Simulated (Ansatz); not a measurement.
Harmonic frequencies (cm⁻¹) at PBE0-D4/def2-TZVP from Ansatz: 70, 111, 111, 229, 229, 255, 371, 525, 525, 713, 734, 734, 860, 930, 930, 2251, 2275, 2275.

Which molecule is it?
A. `F[Si](F)(F)[GeH3]`
B. `[OH][GeH]([F])[F]`
C. `[CH3][Ge]([F])([F])[Cl]`
D. `[F][Ge]([F])([F])[SiH3]`

D.
